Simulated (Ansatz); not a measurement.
C3H8Sn, SMILES `C[CH2][Sn][CH3]`, relaxed with RKS PBE-D4/def2-SVP in the Gaussian-basis code of Ansatz from a rough embedded geometry. The force threshold is 0.03 eV/Å; the program also tests the step.

The species carries charge 0 and has multiplicity 1. Sn: def2 effective core potential.

Start:

```xyz
12

C     0.575   -1.308   -0.710
C    -0.761   -1.181   -0.101
Sn   -1.363    0.852   -0.235
C     0.041    2.166    0.689
H     1.367   -0.714   -0.157
H     0.941   -2.425   -0.644
H     0.600   -1.045   -1.800
H    -1.486   -1.794   -0.677
H    -0.767   -1.498    0.937
H     1.020    1.994    0.235
H     0.120    1.781    1.800
H    -0.290    3.173    0.665
```

Task: By how much does the energy fall, and how many steps does the optimiser take? (An estimate is asked.)

Result: Ansatz gave: 0.70 eV, in 17 steps, 4 of them rejected.

Task: Which bonds change most? (An estimate is asked.)

Result: Ansatz gave: C2–Sn3 from 2.124 to 2.246 Å; Sn3–C4 from 2.133 to 2.228 Å; C4–H11 from 1.179 to 1.111 Å; C1–H6 from 1.177 to 1.113 Å.

Task: Give the relaxed structure. (Estimate.)

Result: Ansatz gave: 
```xyz
12

C     0.641   -1.223   -0.597
C    -0.816   -1.093   -0.143
Sn   -1.738    0.952   -0.248
C     0.051    1.955    0.623
H     1.317   -0.557   -0.023
H     1.029   -2.259   -0.478
H     0.767   -0.963   -1.670
H    -1.475   -1.798   -0.693
H    -0.913   -1.361    0.936
H     0.880    1.924   -0.118
H     0.400    1.410    1.526
H    -0.143    3.014    0.885
```
